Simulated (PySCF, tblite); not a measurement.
Isomers of C6H8FOSi (doublet state), one GFN2-xTB conformer each. Single-point energies are computed at B3LYP/pcH-1 (PySCF, gas phase, no added dispersion term), electronic only. GFN2-xTB treats the open shell by occupation alone, and not every SCF solution was tested for stability.

| SMILES | GFN2-xTB relative energy (kcal/mol) |
| --- | --- |
| C#C[C@@H]1COC[C](F)[SiH2]1 | 50.9 |
| [CH2]CO[Si@H]1C=CC=C1F | 29.5 |
| CCO[Si@@H]1C=[C]C=C1F | 29.6 |
| CCO[Si]1C=CC=C1F | 0.0 |
| C#C[C@@H]1[CH]OC[C@H](F)[SiH2]1 | 52.8 |
| CCO[Si@H]1[C]=CC=C1F | 30.6 |

Conformers: `[CH:1]#[C:2][C@@H:3]1[CH2:4][O:5][CH2:6][C:7]([F:8])[SiH2:9]1` (doublet state) with C2–C3–C4–O5 177°, C3–C4–O5–C6 81°, C4–O5–C6–C7 -55°, O5–C6–C7–F8 -170°; `[CH2:1][CH2:2][O:3][Si@H:4]1[CH:5]=[CH:6][CH:7]=[C:8]1[F:9]` (doublet state) with H–C1–C2–O3 -179° and 0°, C1–C2–O3–Si4 -175°, C2–O3–Si4–C5 -174°; `[CH3:1][CH2:2][O:3][Si@@H:4]1[CH:5]=[C:6][CH:7]=[C:8]1[F:9]` (doublet state) with C1–C2–O3–Si4 178°, C2–O3–Si4–C5 169°; `[CH3:1][CH2:2][O:3][Si:4]1[CH:5]=[CH:6][CH:7]=[C:8]1[F:9]` (doublet state) with C1–C2–O3–Si4 -47°, C2–O3–Si4–C5 94°; `[CH:1]#[C:2][C@@H:3]1[CH:4][O:5][CH2:6][C@H:7]([F:8])[SiH2:9]1` (doublet state) with C2–C3–C4–O5 -50°, C3–C4–O5–C6 -23°, C4–O5–C6–C7 -52°, O5–C6–C7–F8 176°; `[CH3:1][CH2:2][O:3][Si@H:4]1[C:5]=[CH:6][CH:7]=[C:8]1[F:9]` (doublet state) with C1–C2–O3–Si4 177°, C2–O3–Si4–C5 -46°.

Question: What does B3LYP/pcH-1 give for the same structures?

Answer: 
```
                         SMILES  B3LYP/pcH-1 E (Eh)  B3LYP/pcH-1 (kcal/mol)  GFN2-xTB (kcal/mol)  point group
               CCO[Si]1C=CC=C1F          -697.98414                     0.0                  0.0           C1
         [CH2]CO[Si@H]1C=CC=C1F          -697.96564                    11.6                 29.5           C1
          CCO[Si@@H]1C=[C]C=C1F          -697.95620                    17.5                 29.6           C1
           CCO[Si@H]1[C]=CC=C1F          -697.95295                    19.6                 30.6           C1
     C#C[C@@H]1COC[C](F)[SiH2]1          -697.90536                    49.4                 50.9           C1
C#C[C@@H]1[CH]OC[C@H](F)[SiH2]1          -697.89320                    57.1                 52.8           C1
```

Both levels put the same isomer lowest; measured from each level's own lowest isomer, the values differ by up to 17.9 kcal/mol ([CH2]CO[Si@H]1C=CC=C1F: 29.5 against 11.6). As drawn, the lowest has an Si–O bond, which the highest lacks. Neighbours under 5.0 kcal/mol apart (CCO[Si@@H]1C=[C]C=C1F and CCO[Si@H]1[C]=CC=C1F) can change places with a better method, another conformer or zero-point energy.

Question: What happens when harmonic zero-point energies from GFN2-xTB frequencies are added?

Answer: 
```
                         SMILES  ZPE (kcal/mol)  electronic (kcal/mol)  with ZPE (kcal/mol)
               CCO[Si]1C=CC=C1F            78.6                    0.0                  0.0
         [CH2]CO[Si@H]1C=CC=C1F            73.9                   11.6                  6.9
          CCO[Si@@H]1C=[C]C=C1F            75.9                   17.5                 14.8
           CCO[Si@H]1[C]=CC=C1F            76.2                   19.6                 17.2
     C#C[C@@H]1COC[C](F)[SiH2]1            73.8                   49.4                 44.6
C#C[C@@H]1[CH]OC[C@H](F)[SiH2]1            73.7                   57.1                 52.1
```

The zero-point energies span 4.9 kcal/mol. The order is unchanged.
